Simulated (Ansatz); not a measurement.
Reaction (redistribution): `CB(F)F` + `BN(C)BC` → `BN(C)B(C)F` + `CBF`

Calculated with Ansatz (gas phase, PBE0-D4/def2-TZVP geometries, no zero-point term in ΔE). CBS: MP2 limit from def2 TZ/QZ plus the TZ coupled-cluster correction, frozen cores. This one scheme is used for every species. DFT in def2-TZVPP. One conformer a species, not always the lowest.

| level | ΔE (kJ/mol) | difference from CCSD(T)/CBS |
| --- | --- | --- |
| PBE-D4 | 13.0 | -1.5 |
| PBE0-D4 | 14.2 | -0.3 |
| B2PLYP | 13.7 | -0.8 |
| PBE | 13.1 | -1.4 |
| HF/def2-TZVPP | 14.1 | -0.4 |
| MP2/def2-TZVPP | 16.2 | 1.7 |
| CCSD/def2-TZVPP | 14.6 | 0.1 |
| HF/def2-QZVPP | 14.4 | -0.1 |
| MP2/def2-QZVPP | 16.2 | 1.7 |
| SCS-MP2/def2-QZVPP | 15.3 | 0.8 |
| CCSD(T)/CBS | 14.5 | 0 |

Largest T1 diagnostic among the species: 0.012.
